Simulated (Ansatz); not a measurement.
`C[CH2][Mg][F]` + H–F → `[F][Mg][F]` + ethane at 600 K and 1 bar (ligand exchange at a Mg–C bond).

Program: Ansatz. Geometries: PBE0-D4/def2-TZVP. ΔE: electronic, gas phase. CBS: MP2 limit from def2 TZ/QZ plus the TZ coupled-cluster correction, frozen cores. This one scheme is used for every species. For Mg outer-core shells are correlated without core-valence functions, which leaves a few kJ/mol of doubt a bond. Each species was taken in one conformer, which may not be the lowest.

```
        species  CCSD(T)/CBS energy (Eh)  H − E (kJ/mol)  S (J/(mol·K))
`C[CH2][Mg][F]`               -378.86278           223.6          396.5
            H–F               -100.39570            42.3          194.0
   `[F][Mg][F]`               -399.61583            40.0          286.2
           `CC`                -79.71954           228.8          274.9
```

H − E and S are ideal-gas, rigid-rotor, harmonic terms from PBE0-D4/def2-TZVP, for one conformer and one mirror image of each species. 1 Eh = 2625.50 kJ/mol, R = 8.31446 J/(mol·K).

Question: By hand: ΔE, ΔH, ΔS and ΔG.

Answer: ΔE = (-399.61583) + (-79.71954) − (-378.86278) − (-100.39570) = -0.07689 Eh = -201.9 kJ/mol. Δ(H − E) = 40.0 + 228.8 − 223.6 − 42.3 = 2.9, so ΔH = -199.0 kJ/mol. ΔS = 286.2 + 274.9 − 396.5 − 194.0 = -29.4 J/(mol·K). ΔG = -199.0 − 600 × (-29.4)/1000 = -181.4 kJ/mol.

Question: By hand: the equilibrium constant, and the temperature at which ΔG would vanish if ΔH and ΔS stayed fixed.

Answer: log₁₀ K = −ΔG/(RT ln 10) = 15.8. ΔG = 0 at ΔH/ΔS = 6769 K, far beyond where these terms or the molecules hold.

ΔH outweighs TΔS. A doubt of 5 kJ/mol in ΔE shifts log₁₀ K by 0.4 here. Other conformers and mirror images would add mixing entropy, several J/(mol·K) or more a flexible species. These are equilibria of isolated gas molecules and say nothing of rates. Largest T1 diagnostic: 0.012 (customary marks: 0.02 for closed shells, 0.045 for open ones).
